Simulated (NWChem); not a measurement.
# BF cation, doublet

```xyz
2

B      0.0000     0.0000    -0.7773
F      0.0000     0.0000     0.4351
```
Atoms are numbered in this order, from 1.

Coordinates come from a PBE0-D3(BJ)/def2-TZVP, spin-unrestricted optimisation. No stability test was run on the SCF state.

Task: List the 6 lowest vertical excitations from BHandHLYP/aug-cc-pVDZ, spin-unrestricted, TDA (NWChem).

Result: 
```json
[
 {"state": "state 1", "energy (eV)": "6.60", "oscillator strength": "0.081", "<S²>": "0.75"},
 {"state": "state 2", "energy (eV)": "6.60", "oscillator strength": "0.081", "<S²>": "0.75"},
 {"state": "state 3", "energy (eV)": "8.91", "oscillator strength": "0.031", "<S²>": "0.80"},
 {"state": "state 4", "energy (eV)": "8.91", "oscillator strength": "0.031", "<S²>": "0.80"},
 {"state": "state 5", "energy (eV)": "10.81", "oscillator strength": "0.000", "<S²>": "2.25"},
 {"state": "state 6", "energy (eV)": "11.06", "oscillator strength": "0.000", "<S²>": "2.24"}
]
```
